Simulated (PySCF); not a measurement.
How the method moves the HOMO and LUMO of `O=C(F)c1cccs1`

Species: C5H3FOS.
Z-matrix (Å and degrees, PBE0-D3(BJ)/def2-SVP geometry), rows numbered from 1:
```
O 
C   1  1.1870
F   2  1.3423  1  121.10
C   2  1.4573  1  127.69  3  -180.00
C   4  1.3798  2  128.66  1   179.17
C   5  1.4139  4  112.25  2  -179.94
C   6  1.3763  5  112.07  4    -0.05
S   7  1.7071  6  112.64  5     0.04
H   5  1.0900  4  122.55  2     0.05
H   6  1.0903  5  124.46  4   180.00
H   7  1.0899  6  127.54  5  -179.92
```

Basis pcSseg-1 throughout (PySCF), one geometry. Isolated species at its PBE0-D3(BJ)/def2-SVP geometry (one conformer only).

Problem. How do the orbital energies, the gap and the dipole change with the method?

Solution. 
```csv
method,kind,HOMO (eV),LUMO (eV),gap (eV),μ (D),SCF cycles
KT3,GGA,-6.67,-2.84,3.83,4.05,17
PBE,GGA,-6.70,-2.89,3.81,4.03,17
KT2,GGA,-6.71,-2.88,3.83,4.11,17
B3LYP,global hybrid,-7.51,-2.28,5.23,4.22,15
CAM-B3LYP,range-separated hybrid,-8.95,-1.04,7.91,4.21,14
LC-wPBE,range-separated hybrid,-10.29,-0.07,10.22,4.12,15
```

The HOMO spans 3.62 eV, from KT3 down to LC-wPBE, and the gap runs from 3.81 eV (PBE) to 10.22 eV (LC-wPBE). The dipole ranges from 4.03 D (PBE) to 4.22 D (B3LYP). This basis has no diffuse functions.
